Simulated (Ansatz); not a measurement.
Job for Ansatz (a quantum-chemistry and plane-wave program): R-wB97X-V/def2-TZVPPD on GaH2I (SMILES [GaH2][I]) with ghost functions, monomers drawn apart or pushed together. Elements past Kr take the def2 small-core potentials; no spin–orbit coupling. Files ending in .json are basis or fitting sets from the Basis Set Exchange.

Ansatz 0.2 input:
```yaml
crystal:
  periodic: [false, false, false]
  atoms:
    - {symbol: Ga, position_ang: [-0.02731395, -1.20651865, 1.50893176]}
    - {symbol: I, position_ang: [-0.16180392, 1.06806160, 0.28493848]}
    - {symbol: H, position_ang: [1.39649928, -1.83709612, 1.48392398]}
    - {symbol: H, position_ang: [-1.41062723, -1.91961830, 1.66194848]}
basis:
  gaussian:
    orbitals: def2-TZVPPD.json
    ghost_atoms:
      - {symbol: O, position_ang: [-0.00559085, -0.18166997, 3.23613378]}
      - {symbol: H, position_ang: [0.15889024, 0.74710355, 3.00416269]}
      - {symbol: H, position_ang: [-0.87699985, -0.20763780, 3.65364493]}
hamiltonian:
  xc: {name: wB97X-V}
scf: {lower_state_search: off}
```

It printed:

```
WARN ansatz: RAYON_NUM_THREADS=1 ignored (pool sized by the plan → 1); use --threads N
Functional definition: wB97X-V
these checks for a lower state are left out or cut short: stability, starts, cluster_reference, orbital_swaps, neighbouring_geometries, increment
integrals: 0.22 GiB planned
1257 factors; their error is unknown
integrals: 0.26 GiB planned
364 factors; integrals over basis functions are off by at most 6.4e-5 eV
mean field: 1.68 GiB planned
mean field evaluation 1: about -60506.2589 eV, gradient 2.3e1 eV
mean field evaluation 2: about -60506.5293 eV, gradient 2.7e1 eV
mean field evaluation 4: about -60507.1353 eV, gradient 8.4e-1 eV
mean field evaluation 8: about -60507.3959 eV, gradient 4.3e-1 eV
mean field evaluation 16: about -60507.3961 eV, gradient 2.8e-5 eV
mean field -60507.39607961 eV, -2223.6057925395 hartree, gradient 5.1e-6 eV, S^2 0.000000; 0 other end points of the search recorded, 0 dependent functions left out
reference -60507.39607726 eV, -2223.6057924533 hartree; 29, 29 occupied and 192, 192 virtual orbitals, 1257 factors
Total energy: -60507.39607726 eV, -2223.6057924533 hartree
Checks for a lower state left out: stability, starts, cluster_reference, orbital_swaps, neighbouring_geometries, increment
```

Self-consistency was reached.

Cost: roughly 11 core-seconds.
